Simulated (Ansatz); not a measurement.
Consider the substitution at a C–C bond: `C#CCC[SiH3]` + HCl → `C#CCCl` + `C[SiH3]`.

Isolated molecules relaxed with PBE0-D4/def2-TZVP in Ansatz; ΔE leaves out vibrations. CCSD(T)/CBS adds triple-zeta CCSD(T) − MP2 to the extrapolated MP2 energy (def2 sets, frozen cores). This one scheme is used for every species. One conformer a species, not always the lowest.

```csv
level,ΔE (kJ/mol)
CCSD/def2-TZVPP,28.3
MP2/def2-QZVPP,27.5
```

Question: What does CCSD(T)/CBS give? (Best estimate.)

Answer: The calculation gave: +26.7 kJ/mol. The listed levels differ from it by 1.6, 0.8 kJ/mol.

Largest T1 diagnostic among the species: 0.011.

From PBE to PBE0 (25 % exact exchange), in def2-TZVPP and without D4, ΔE moves by +4.4 kJ/mol. In def2-TZVPP, CCSD(T) changes the Hartree–Fock value by +7.6 kJ/mol (the triples alone add −0.4 kJ/mol) and MP2 by +7.8 kJ/mol.
